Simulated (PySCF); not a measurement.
Br$_{3}$In, charge -1, doublet, geometry from GFN2-xTB (such geometries of metal compounds can be far from the true shape) (a state made from the parent by changing its charge; the spin is typed, not shown lowest) (all electrons, no relativity).

Input for PySCF:
```python
from pyscf import gto, scf, dft

mol = gto.Mole()
mol.atom = '''
    In   -0.242139    0.266328    0.544299
    Br   -1.919181   -1.622699   -0.424872
    Br    0.107088    2.147793   -1.368373
    Br    2.151088   -0.897952    1.031226
'''
mol.basis = '3-21g'
mol.charge = -1
mol.spin = 1
mol.verbose = 5
mol.build()

mf = dft.UKS(mol)
mf.xc = 'm06l'
mf.kernel()
```

What does this run give for the HOMO energy, Mulliken (on the basis functions themselves) charges in atom order, nuclear repulsion energy, total energy?


- HOMO energy: -0.64 eV
- Mulliken (on the basis functions themselves) charges in atom order: In1 0.56, Br2 -0.52, Br3 -0.52, Br4 -0.52
- nuclear repulsion energy: 1449.9713 Eh
- total energy: -13402.3143 Eh

These values belong to the state on which the SCF converged, which isn't shown to be the lowest.
